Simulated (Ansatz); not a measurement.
Ge₂Te₃⁻, relaxed as a doublet with UKS PBE-D4/def2-SVPD in Ansatz, starting from the GFN1-xTB geometry. Force threshold 0.02 eV/Å.

In the def2 sets Te takes a core potential; there is no spin–orbit coupling. The relaxation made no stability test and no search for a lower SCF solution. Another isomer (doublet) lies 0.56 eV lower at PBE0-D4/def2-TZVPD; other spin states weren't run for this one.

Start:

Cartesian coordinates in Å:
```
Ge 0.629 -0.461 0.602
Ge -0.803 1.556 -1.813
Te 0.554 -2.114 2.376
Te 0.019 -0.827 -1.823
Te -0.399 1.847 0.658
```

Estimate the energy that the relaxation releases and the steps that it takes.

0.40 eV, in 8 steps; 39 s on 4 threads of Arm Neoverse V1 on a shared host. No frequencies were taken in this run, so the end may be a saddle point.

Does the start keep its bonding and symmetry?

By distances, no bond broke or formed. The bond that changes most is Ge1–Te4, from 2.53 to 2.72 Å (atoms count from 1). Point group Cs at the start, Cs at the end, both within 0.05 Å.

Predict the relaxed structure.


```csv
atom,x (Å),y (Å),z (Å)
Ge1,0.9451,-0.4141,0.6060
Ge2,-0.9284,1.5078,-1.7830
Te3,0.3636,-2.1171,2.3449
Te4,0.0337,-0.9196,-1.9109
Te5,-0.4139,1.9430,0.7430
```
Bond lengths: 5 × Ge–Te 2.50 to 2.72 Å.
